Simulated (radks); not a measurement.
Effect of the nuclear size on the titanium ion Ti+, [Ar] 3d2 4s1. Method: Dirac Kohn-Sham, relativistic LDA (MacDonald-Vosko exchange, VWN5 correlation), spin-unpolarised, spherical densities, finite nucleus; open shells fill j = l - 1/2 first; Fermi nuclear charge, rms radius 3.5921 fm; computed with a radial shooting solver on a logarithmic mesh with Libxc functionals. The rms radius is varied about that value; shifts are against it.

\begin{tabular}{lrrrrr}
rms radius (fm) & total energy shift (eV) & density at nucleus (e/bohr^3) & 1s1/2 shift (meV) & 2s1/2 shift (meV) & 3s1/2 shift (meV) \\ \hline
3.003 & -0.0146 & 8459 & -6.15 & -0.513 & -0.068 \\
3.3442 & -0.00644 & 8431 & -2.72 & -0.227 & -0.030 \\
3.5921 & 0 & 8412 & 0.000 & 0.000 & 0.000 \\
3.8184 & 0.00627 & 8397 & 2.64 & 0.220 & 0.029 \\
4.3752 & 0.0233 & 8362 & 9.82 & 0.818 & 0.109 \\
\end{tabular}

Slopes of the eigenvalues against <r^2> in GHz/fm^2, as finite differences over the two radii next to the reference (eigenvalue slopes, not the field-shift constants of lines): 1s1/2 382, 2s1/2 31.8, 3s1/2 4.24.
